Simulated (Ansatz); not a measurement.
Basis-set series for CH3ClFY (`[CH3][Y]([F])[Cl]`). The species carries charge 0 and has multiplicity 1. Y takes the def2 core potential. All single points use the PBE0-D4/def2-TZVP geometry.

```csv
functional,basis,functions,energy (Eh),HOMO (eV),LUMO (eV)
PBE0-D4,def2-SVP,92,-637.88573,-7.08,-2.30
PBE0-D4,def2-TZVPP,202,-638.21835,-7.16,-2.32
ωB97M-V,def2-SVP,92,-638.04022,-9.31,-0.96
ωB97M-V,def2-TZVPP,202,-638.37721,-9.42,-1.03
```

(1) Give the rows for def2-QZVPP. (Best estimate.)

## Answers

(1) The calculation gave: 
```
functional       basis  functions  energy (Eh)  HOMO (eV)  LUMO (eV)
   PBE0-D4  def2-QZVPP        355   -638.24309      -7.17      -2.31
   ωB97M-V  def2-QZVPP        355   -638.40080      -9.42      -1.05
```

Results of the Gaussian-basis code of Ansatz.
